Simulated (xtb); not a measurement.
C2H13NSi3, SMILES C[SiH](C)N[SiH2][SiH3]. All values are semi-empirical tight-binding results from xtb (GFN2-xTB unless named), good for trends rather than for accurate numbers. Coordinates come from a GFN2-xTB optimisation. The structure was generated by enumeration, and PubChem lists no compound with its InChIKey, so it may never have been made. Other conformers were not sampled.

```
Property                                          Value
----------------------------------------  -------------
orbital gap                                     4.37 eV
dipole moment                                    0.67 D
zero-point energy                         86.2 kcal/mol
G − E(el) at 298.15 K (modified RRHO)     61.7 kcal/mol
static polarisability (D4 model)            120.7 bohr³
solvation energy, GFN2-xTB/ALPB(water)    -0.7 kcal/mol
solvation energy, GFN2-xTB/ALPB(benzene)  -4.6 kcal/mol
```
